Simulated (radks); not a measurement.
The numbers below are computed, except where a source is named.
Question: Radial electron density D(r) = 4 pi r^2 rho(r) of an atom or ion with 13 electrons. Level of theory: Dirac Kohn-Sham, PBEsol, spin-unpolarised, spherical densities, finite nucleus; Fermi nuclear charge, rms radius of each element as measured or else 0.836 A^(1/3) + 0.57 fm (a radial shooting solver on a logarithmic mesh with Libxc functionals).

```
   r/bohr * D(r) (the largest magnitude, 38.9, reaches the edge; | marks zero)
 0.005886 |       *
 0.007364 |          *
 0.009213 |               *
  0.01153 |                     *
  0.01431 |                           *
   0.0179 |                                  *
  0.02239 |                                         *
  0.02801 |                                               *
  0.03505 |                                                 *
  0.04384 |                                                *
  0.05485 |                                           *
  0.06808 |                                       *
  0.08517 |                                      *
   0.1066 |                                          *
   0.1333 |                                                  *
   0.1668 |                                                      *
   0.2086 |                                                *
    0.259 |                                 *
    0.324 |                  *
   0.4053 |           *
   0.5071 |         *
   0.6344 |        *
   0.7936 |   *
    0.985 |*
    1.232 *
    1.542 *
    1.929 *
```

What is the nuclear charge?

Answer: Z = 29. The innermost maximum, from 1s, lies near gamma/Z bohr with gamma = sqrt(1 - (Z/c)^2) = 0.977, here 0.0337 bohr (found: 0.0359), and its height grows with Z. The density is that of the copper ion Cu16+ in [Ne] 3s2 3p1; the configuration itself is not fixed sharply by these data, and Z only to about a unit. D(r) has 2 maxima, at r = 0.0359, 0.164 bohr, and minima at 0.0799 bohr, inside which lie 2.14 electrons.
